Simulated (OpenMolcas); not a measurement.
**V3+: moving or changing the point charges**

V3+ among 6 point charges of -2 e arranged as an octahedron (Oh), 2.14 Å from the ion.
```
   2.1400    0.0000    0.0000  -2.00
   0.0000    2.1400    0.0000  -2.00
  -2.1400    0.0000    0.0000  -2.00
   0.0000   -2.1400    0.0000  -2.00
   0.0000    0.0000    2.1400  -2.00
   0.0000    0.0000   -2.1400  -2.00
```

```yaml
Program: OpenMolcas 26.06
Method: CASSCF
Basis: ANO-RCC-VDZP [5s4p2d1f]
Scalar_Hamiltonian: DKH2, point nucleus
Active_space: 2 electrons in 5 orbitals (3d)
State_averaging: 2S+1 = 3 even, 10 roots; 2S+1 = 1 even, 15 roots
Spin-orbit_coupling: state interaction with AMFI integrals over the reference wave functions
```

Runs around this geometry, states (labels of O, the rotations of Oh). Energies in cm-1 above the lowest state or level, χT in cm3 K/mol; under a threefold ground state the first gap can be a small split of the lowest multiplet, not the spin-orbit step; 10Dq and B are least-squares fits to the states below 45000 cm-1, weighted by degeneracy, with a free offset, and given where the rms deviation is under 5 % of |10Dq| (or 100 cm-1) and under 700 cm-1.

| R (Å) | q (e) | Ground state | First state of that spin | 10Dq | B (rms of fit) | First gap with spin-orbit (degeneracies) | χT at 300 K | First state of another spin |
| --- | --- | --- | --- | --- | --- | --- | --- | --- |
| 2.14 | -1.6 | 3T1 | 3T2 2686 | 3363 | 1090 (68) | 30.9 (2, 3) | 0.866 | 1T2 14452 |
| 1.99 | -2 | 3T1 | 3T2 4830 | 6044 | 1082 (150) | 18.0 (2, 3) | 0.877 | 1T2 14617 |
| 2.14 | -2 | 3T1 | 3T2 3360 | 4216 | 1089 (94) | 25.4 (2, 3) | 0.869 | 1T2 14544 |
| 2.3 | -2 | 3T1 | 3T2 2344 | 2936 | 1091 (59) | 34.7 (2, 3) | 0.864 | 1T2 14396 |

Taking |10Dq| as R^-n, n = -ln(2936 / 6044) / ln(2.3 / 1.99) = 5.0 between the shortest and longest distance. The point-charge formula for a cubic d site gives n = 5.

Scaling the charges by -1.6 / -2 = 0.80 scales |10Dq| by 3363 / 4216 = 0.80; with fixed orbitals a first-order splitting would follow the charge.

An orbital triplet at a regular site is open to Jahn-Teller coupling, which can distort the site and quench the lowest spin-orbit gaps and is left out. Without dynamic correlation the repulsion within the d shell is too large (B by tens of per cent), so at a given field states of lower spin stand too high. This field is weak: 10Dq is about 3363 cm-1, while octahedral complexes of 3d ions of charge 3 and more, computed by the same method with explicit ligands, had a median near 15000 cm-1. Ground spin and moment need not be those of a real site (figures for R = 2.14, q = -1.6; the like holds for R = 1.99, q = -2, R = 2.14, q = -2, R = 2.3, q = -2). Point charges carry no covalency, so the field is a model and not that of real ligands. No measured value stands beside these numbers.
